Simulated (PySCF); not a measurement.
# Worked example: chemical shift, span and skew from a shielding tensor

GeF2Cl2, SMILES [F][Ge]([F])([Cl])[Cl]. Atoms are numbered in the order given.

```xyz
5

F      0.0000    -1.3720     1.2880
Ge     0.0000     0.0000     0.2527
F      0.0000     1.3720     1.2880
Cl    -1.7696     0.0000    -0.9197
Cl     1.7696     0.0000    -0.9197
```
Charge 0, spin multiplicity 1.

Coordinates come from a B3LYP-D3(BJ)/def2-SVP optimisation.

GIAO shieldings from PySCF with PBE/pcSseg-1, non-relativistic, no solvent. The symmetric part of the tensor of F1 has the principal values 166.8, 172.3, 360.7 ppm. The same nucleus in CFCl3 has σ = 133.6 ppm at this level (PySCF, at its B3LYP-D3(BJ)/def2-TZVP geometry). Without spin–orbit terms, shifts of atoms bonded to Cl or Br come out too high.

Task: Work out the isotropic shielding, the ¹⁹F shift against CFCl3, the span and the skew.

Result: 
σ(iso) = (σ11 + σ22 + σ33)/3 = 233.3 ppm. δ = σ(ref) − σ(iso) = 133.6 − (233.3) = -99.7 ppm.
Span Ω = σ33 − σ11 = 193.9 ppm. Skew κ = 3(σ(iso) − σ22)/Ω = 0.94. Tumbling in solution averages the tensor to δ; in a static solid the shielding alone would spread this spin-1/2 line over Ω.
